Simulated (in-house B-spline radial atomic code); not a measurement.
Configurations of Co, with energies counted from [Ar] (3d3/2)4 (3d5/2)3 4s2. Method: Dirac-Hartree-Fock, average of each configuration as written, Fermi nucleus of rms radius 3.7875 fm. Calculated with an all-electron radial atomic-structure program (B-spline basis). Energies include first-order Breit, QED and recoil terms.

Occupations are held fixed; configurations that lie above the ionisation limit could autoionise.

```json
{"configuration": "[Ar] (3d3/2)1 (3d5/2)6 4s2", "E - E(ref) (eV)": "0.1566", "highest orbital": "4s1/2", "its <r> (bohr)": "3.105"}
{"configuration": "[Ar] (3d3/2)2 (3d5/2)5 4s1 (5f7/2)1", "E - E(ref) (eV)": "7.0859", "highest orbital": "5f7/2", "its <r> (bohr)": "31.46"}
{"configuration": "[Ar] (3d3/2)2 (3d5/2)5 4s1 (7g7/2)1", "E - E(ref) (eV)": "7.3528", "highest orbital": "7g7/2", "its <r> (bohr)": "63.5"}
{"configuration": "[Ar] (3d3/2)4 (3d5/2)2 4s2 (5d3/2)1", "E - E(ref) (eV)": "11.37", "highest orbital": "5d3/2", "its <r> (bohr)": "20.37"}
{"configuration": "[Ar] (3d5/2)6 4s2 (7d5/2)1", "E - E(ref) (eV)": "11.885", "highest orbital": "7d5/2", "its <r> (bohr)": "50.08"}
{"configuration": "[Ar] (3d3/2)3 (3d5/2)3 4s2 8s1", "E - E(ref) (eV)": "12.442", "highest orbital": "8s1/2", "its <r> (bohr)": "43.01"}
```

**Question.** Order these further configurations by energy, lowest first.
A. [Ar] (3d3/2)4 (3d5/2)3 4s1 (7f7/2)1
B. [Ar] (3d3/2)1 (3d5/2)5 4s2 (7p1/2)1
C. [Ne] 3s2 (3p1/2)1 (3p3/2)4 (3d3/2)4 (3d5/2)3 4s2 6s1
D. [Ar] (3d3/2)2 (3d5/2)5 4s1 (6f7/2)1
E. [Ne] 3s2 (3p1/2)2 (3p3/2)3 (3d3/2)2 (3d5/2)5 4s2 (8p1/2)1

**Answer.** A (6.831 eV), D (7.2523 eV), B (12.351 eV), E (76.803 eV), C (78.865 eV).

**Question.** How far above the reference does [Ar] (3d3/2)2 (3d5/2)4 4s2 (4f7/2)1 lie?

**Answer.** 12.297 eV; its least bound orbital is 4f7/2 with <r> = 17.97 bohr.

**Question.** How far above the reference does [Ar] (3d3/2)3 (3d5/2)4 4s2 lie?

**Answer.** 0.46504 eV; its least bound orbital is 4s1/2 with <r> = 3.104 bohr.
